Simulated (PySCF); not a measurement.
Compound: C₇H₅N₂O (doublet state).
Structure used (GFN2-xTB), in Å, numbered top down from 1:
```xyz
15
C7H5N2O angstrom
C     -0.5375    2.4618   -0.6704
C     -0.3500    1.1083   -0.4986
C     -1.4816    0.2589   -0.3467
C     -2.3836   -0.5396   -0.2173
C     -3.4306   -1.3969   -0.0699
N     -4.3154   -2.1169    0.0674
N      0.8714    0.6159   -0.3801
C      1.2852   -0.6594   -0.5185
C      2.4798   -1.0212    0.3159
O      0.7754   -1.3811   -1.3608
H     -1.5220    2.8935   -0.6766
H      0.3170    3.1076   -0.7612
H      3.1939   -0.2027    0.3167
H      2.9388   -1.9273   -0.0684
H      2.1548   -1.1929    1.3410
```

The hyperfine couplings belong to this conformer and change with its torsions.

The species is `C(C#CC#N)([N]C(=O)C)=C` [radical].

Theory: UKS B3LYP, pcH-1 on C H N O, non-relativistic, mean-field spin-orbit, GIAO in PySCF 2.14.0. Geometry: GFN2-xTB, one conformer, isolated molecule. GFN2-xTB frequencies show an imaginary mode (37i cm⁻¹), so this geometry is no minimum at that level. Couplings are sensitive to structure, and on GFN2-xTB geometries they can be far from those on DFT ones. The frame is twisted about the N7–C8 bond at this geometry (dihedral C2–N7–C8–O10 = 36°); couplings at other torsion angles weren't computed. The SCF solution wasn't tested for stability. ⟨S²⟩ is 0.786 where a pure state has 0.75.

(1) Match the computed a_iso(13C) values +51.5, -43.0, -17.9, +8.8, -5.4, +4.1, -3.1 MHz with the sites C1; C2; C3; C4; C5; C8; C9.

(2) The isotropic 14N couplings are +22.4, -0.5 MHz. Assign them to N6; N7.

## Answers

(1) 
```tsv
site	a_iso (MHz)	ρ(0) (bohr⁻³)	position	distance from C1 (Å)	spin population	largest |T| (MHz)
C1	+51.5	+0.0458	largest spin population	0.00	+0.65	99.5
C2	-43.0	-0.0383	1 bond from N7	1.38	-0.18	25.7
C3	+8.8	+0.0079	2 bonds from N7	2.42	+0.04	3.6
C4	-5.4	-0.0048	3 bonds from N7	3.55	-0.05	7.0
C5	+4.1	+0.0037	4 bonds from N7	4.86	+0.01	1.1
C8	-17.9	-0.0159	1 bond from N7	3.62	-0.05	9.9
C9	-3.1	-0.0027	2 bonds from N7	4.71	0.00	1.7
```

(2) 
```json
{"site": "N6", "a_iso (MHz)": "-0.5", "ρ(0) (bohr⁻³)": "-0.0016", "position": "5 bonds from N7", "distance from C1 (Å)": "5.98", "spin population": "-0.02", "largest |T| (MHz)": "1.5"}
{"site": "N7", "a_iso (MHz)": "+22.4", "ρ(0) (bohr⁻³)": "+0.0695", "position": "a main spin site", "distance from C1 (Å)": "2.34", "spin population": "+0.50", "largest |T| (MHz)": "47.6"}
```

ρ(0) is the spin density at the nucleus and T the dipolar tensor; entries for several nuclei are means. Largest spin populations (Mulliken): C1 (+0.65), N7 (+0.50), C2 (-0.18) and O10 (+0.15). The angles at C1 add up to 360.0°, so it is planar; its axial dipolar tensor and the negative couplings of its protons fit spin in a p orbital normal to that plane. Main spin sites, with 60 % or more of the largest population: C1, N7; positions count bonds from the nearest.

The spin density at the nucleus, in bohr⁻³, is negative for C2 (-0.0383), C8 (-0.0159) and H11 (-0.0092), for instance. A restricted open-shell determinant has no negative spin density anywhere; here it arises because α and β orbitals differ (spin polarisation).

Means are taken over nuclei equivalent by connectivity, which assumes that they swap fast. The three 1H nuclei of mean +2.1 MHz run from -3.5 to 9.5 MHz in the frozen geometry.

N7, the radical centre as drawn in `C=C(C#CC#N)[N]C(C)=O`, holds a spin population of +0.50 out of 1.
